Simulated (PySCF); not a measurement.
**Ionisation energy along the 6-electron series**

Calculated with PySCF 2.14 and a two-component X2C-1e Hamiltonian (Gaussian nucleus, no Breit or QED terms), each ion in its own even-tempered basis scaled to its charge; GMP2 freezes nothing and drops the highest virtual spinors. Values in eV. NIST values: (m) measured, (s) semi-empirical, (t) theoretical.

```
  ion  configuration  GHF (spin-free)  GHF (screened spin-orbit)              NIST
 K¹³⁺   [He] 2s2 2p2           787.15                     786.25   786.3 ± 0.3 (s)
Sc¹⁵⁺   [He] 2s2 2p2           1009.6                     1008.4  1008.6 ± 0.4 (s)
```

Fill in the row of Ca¹⁴⁺.

configuration: [He] 2s2 2p2; GHF (spin-free): 894.92; GHF (screened spin-orbit): 893.89; NIST: 894 ± 0.4 (s).
